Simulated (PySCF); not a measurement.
Vertical excitations of a molecule C3H8Si2 from TDA-PBE/def2-SVPD (PySCF), as energy in eV (oscillator strength): 5.08 (0.015), 5.45 (0.003), 5.67 (0.112), 5.77 (0.001), 5.90 (0.040), 6.18 (0.064), 6.24 (0.011), 6.34 (0.091), 6.46 (0.008), 6.52 (0.041). Lowest triplet (TDA): 3.89 eV. Coordinates come from a TPSSh-D3(BJ)/def2-SVP optimisation. One conformer was computed; it need not be the lowest.

**Question.** Which molecule gave these data?
A. [SiH3][Si@H]1C=CC1
B. [SiH3]C1=C[SiH2]C1
C. C=C1C[SiH2][SiH2]1
D. C=C=C[SiH2][SiH3]

**Answer.** C, C=C1C[SiH2][SiH2]1
